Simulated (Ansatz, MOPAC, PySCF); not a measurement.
Constitutional and geometric isomers with formula H6Si4. All species are isolated molecules in the gas phase. One relaxed conformer stands for each flexible species; it need not be the lowest. Strings in code marks are SMILES.

Quantity: electronic energy of isomers of H6Si4 relative to `[SiH]1=[SiH][SiH2][SiH2]1`, in kcal/mol. The restricted reference of `[SiH3][SiH]1[SiH]=[SiH]1`, `[SiH]1=[SiH][SiH2][SiH2]1`, `[SiH3][Si]1=[SiH][SiH2]1` and `[SiH2]=[SiH][SiH]=[SiH2]` is unstable towards unrestricted orbitals. Semi-empirical values (MOPAC) are differences of heats of formation.

Level 1: frozen-core CCSDT(Q)/6-31g // PBE0-D3(BJ)/def2-TZVP (Ansatz, a first-principles code)
Level 2: LDA/cc-pVTZ // PBE0-D3(BJ)/def2-TZVP (Ansatz)
Level 3: PBE-D3(BJ)/def2-TZVP // PBE0-D3(BJ)/def2-TZVP (PySCF)
Level 4: PM7 // PBE0-D3(BJ)/def2-TZVP (MOPAC)

| species | level 1 | level 2 | level 3 | level 4 |
|---|---|---|---|---|
| `[SiH2]=[SiH][SiH]=[SiH2]` (Si–Si–Si–Si torsion 64°) | 20.7 | 39.2 | 37.7 | 19.8 |
| `[SiH3][Si]1=[SiH][SiH2]1` | 21.6 | 21.3 | 19.7 | 2.31 |
| `[SiH3][SiH]1[SiH]=[SiH]1` | 26.1 | 25.4 | 24.3 | 1.98 |
